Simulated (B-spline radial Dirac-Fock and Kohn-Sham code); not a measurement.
**EELS cross sections of the Ce M4 (3d3/2) edge**

System: neutral cerium in the configuration [Xe] 4f1 5d1 6s2. Calculated with a radial finite-basis atomic code, using the first Born approximation with generalised oscillator strengths from a Dirac-Hartree-Slater potential (longitudinal and transverse terms; continuum final states only, so no white lines or fine structure). The edge is taken at 902.4 eV (tabulated value).

Generalised oscillator strength df/dE of the whole subshell in 10⁻³ per eV, against momentum transfer:

| q (1/a₀) | 6 eV above | 50 eV above | 250 eV above | 300 eV above |
| --- | --- | --- | --- | --- |
| 0.0400 | 3.21 | 7.42 | 4.75 | 4.31 |
| 0.0527 | 3.21 | 7.42 | 4.75 | 4.31 |
| 0.0695 | 3.21 | 7.42 | 4.75 | 4.31 |
| 0.0916 | 3.21 | 7.42 | 4.75 | 4.31 |
| 0.121 | 3.21 | 7.42 | 4.75 | 4.31 |
| 0.159 | 3.21 | 7.41 | 4.75 | 4.31 |
| 0.210 | 3.20 | 7.41 | 4.75 | 4.31 |
| 0.277 | 3.20 | 7.40 | 4.75 | 4.31 |
| 0.365 | 3.19 | 7.38 | 4.75 | 4.31 |
| 0.481 | 3.18 | 7.36 | 4.74 | 4.30 |
| 0.634 | 3.17 | 7.31 | 4.73 | 4.30 |
| 0.836 | 3.13 | 7.23 | 4.72 | 4.29 |
| 1.10 | 3.08 | 7.10 | 4.69 | 4.28 |
| 1.45 | 2.99 | 6.88 | 4.64 | 4.25 |
| 1.91 | 2.84 | 6.50 | 4.55 | 4.19 |
| 2.52 | 2.61 | 5.91 | 4.37 | 4.08 |
| 3.33 | 2.27 | 5.03 | 4.04 | 3.84 |
| 4.39 | 1.81 | 3.84 | 3.46 | 3.37 |
| 5.78 | 1.27 | 2.49 | 2.56 | 2.57 |
| 7.62 | 0.740 | 1.29 | 1.49 | 1.54 |
| 10.0 | 0.336 | 0.531 | 0.651 | 0.685 |
| 13.2 | 0.125 | 0.190 | 0.234 | 0.246 |
| 17.5 | 0.0450 | 0.0661 | 0.0824 | 0.0869 |
| 23.0 | 0.0142 | 0.0190 | 0.0242 | 0.0256 |
| 30.3 | 0.00310 | 0.00377 | 0.00484 | 0.00513 |
| 40.0 | 0.000450 | 0.000510 | 0.000651 | 0.000687 |

As q goes to zero the values tend to the optical oscillator strength. At 300 eV above the edge the largest value on this grid is at q = 0.0400 per a₀; a free electron at rest would take up the loss of 1202 eV at q = 9.40 per a₀, where the Bethe ridge forms once the loss is well above the edge energy.
